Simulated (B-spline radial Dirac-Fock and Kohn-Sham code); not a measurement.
**Elastic and transport cross sections of molybdenum for electrons**

Level of theory: relativistic (Dirac) partial waves in the static field of the Dirac-Fock atom with Furness-McCarthy exchange, without polarisation or absorption potentials; a radial B-spline solver. σ_tr1 and σ_tr2 weight the cross section with 1 − P₁ and 1 − P₂ of cos θ; "backward" is the share scattered beyond 90°.

```
energy (eV)  σ (a₀²)  σ_tr1 (a₀²)  σ_tr2 (a₀²)  σ/σ_tr1  backward (%)
        312     16.7         5.22         5.08     3.20            15
        320     16.5         5.13         4.95     3.21            15
        500     13.0         3.55         3.13     3.68            12
        589        ?            ?            ?        ?             ?
        632     11.6         2.82         2.51     4.12            10
        951     9.44         1.80         1.75     5.25           7.5
       1000     9.20         1.70         1.67     5.42           7.2
       1130     8.64         1.47         1.51     5.89           6.6
       1460     7.54         1.07         1.20     7.06           5.4
       1500     7.43         1.03         1.18     7.21           5.3
       1570     7.25        0.972         1.13     7.45           5.1
       1670     7.01        0.898         1.07     7.80           4.8
       1910     6.50        0.752        0.941     8.64           4.3
       2000     6.34        0.708        0.901     8.96           4.1
       2640     5.41        0.485        0.682     11.2           3.1
       2870     5.15        0.431        0.624     11.9           2.9
       3000     5.02        0.405        0.595     12.4           2.7
       3340     4.71        0.348        0.529     13.5           2.4
```

Task: Fill in the row for 589 eV.

Result: σ = 12.0 a₀², σ_tr1 = 3.03 a₀², σ_tr2 = 2.68 a₀², σ/σ_tr1 = 3.97, backward 11 %. The ratio σ/σ_tr1 is roughly the number of elastic collisions that randomise the direction.

Values without a named source are computed, but for edge energies of neutral atoms, which are taken from tables.
